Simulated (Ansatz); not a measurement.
A nudged elastic band was laid between two geometries of CH$_{8}$BNOSi (13 atoms, charge 0, multiplicity 1).

Theory: RKS PBE-D4/6-31G in Ansatz.

```json
{"movable images": "5", "climbing image": "yes", "spring": "5.0 eV/Å²", "optimiser": "quadratic models (default)", "start path": "through a guess of the saddle point", "force threshold": "0.05 eV/Å", "iteration limit": "60", "end points": "relaxed"}
```

First end point:

```xyz
13
Properties=species:S:1:pos:R:3
B -1.597 2.122 0.872
N -0.759 1.006 1.122
Si 0.492 0.384 -0.011
O -0.027 -1.215 -0.491
C 0.902 -2.199 -1.031
H -2.415 2.444 1.697
H -1.467 2.734 -0.158
H -0.891 0.484 1.993
H 0.549 1.380 -1.146
H 1.841 0.230 0.680
H 1.151 -1.980 -2.086
H 0.399 -3.175 -0.980
H 1.843 -2.250 -0.446
```

Last end point:

```xyz
13
Properties=species:S:1:pos:R:3
B -1.427 2.551 1.087
N -1.406 0.980 0.969
Si 0.397 0.296 0.274
O 1.281 -1.216 -0.024
C 0.985 -2.075 -1.163
H -0.368 3.023 0.647
H -2.167 0.699 0.330
H -1.629 0.566 1.886
H 0.359 1.150 -0.991
H 1.224 0.927 1.366
H 0.881 -1.502 -2.106
H 0.060 -2.659 -0.997
H 1.831 -2.773 -1.263
```

Question: What changes between the two ends?

Answer: Bonds broken: B1–H7. Bonds formed: N2–H7.

Question: What energy profile does the band end with?

Answer: The forces met the threshold. The highest image is number 4 of 0 to 6, 4.52 eV above the first end and 0.16 eV above the last; the last end lies 4.37 eV above the first. Beside the main top the profile has a ripple of under 15 meV (maxima at images 1, 4), which may be a very shallow well or noise. Neighbouring images differ by up to 4.5 eV, so the band resolves the path poorly. A vibrational analysis at the climbing image gives one clearly imaginary mode, 53i cm⁻¹: a first-order saddle point. The orbitals stay closed-shell, which can raise the energy where a bond breaks towards radicals; this wasn't checked here. Limits of this set-up: no polarisation functions.

| image | path coordinate (Å) | energy (eV) | B1–H7 (Å) | N2–H7 (Å) |
| --- | --- | --- | --- | --- |
| 0 | 0.00 | 0.00 | 1.21 | 2.26 |
| 1 | 3.01 | 0.01 | 1.20 | 2.26 |
| 2 | 6.03 | 0.01 | 1.21 | 2.27 |
| 3 | 9.04 | 0.00 | 1.21 | 2.27 |
| 4 | 12.05 | 4.52 | 2.21 | 1.03 |
| 5 | 13.26 | 4.47 | 2.18 | 1.03 |
| 6 | 14.47 | 4.37 | 2.13 | 1.03 |

Question: What is the geometry of the highest image?

Answer: 
```xyz
13
Properties=species:S:1:pos:R:3
B -1.224 2.680 1.353
N -1.419 1.048 0.849
Si 0.148 0.338 0.071
O -0.029 -1.332 -0.454
C 1.048 -2.100 -1.086
H -0.013 2.878 1.013
H -2.232 1.072 0.215
H -1.731 0.554 1.698
H 0.383 1.282 -1.087
H 1.152 0.485 1.192
H 1.375 -1.637 -2.036
H 0.641 -3.099 -1.298
H 1.922 -2.204 -0.415
```

The run took 10 min on 1 thread of Intel(R) Xeon(R) 6975P-C (Granite Rapids), on a shared host, peak memory 0.14 GiB.
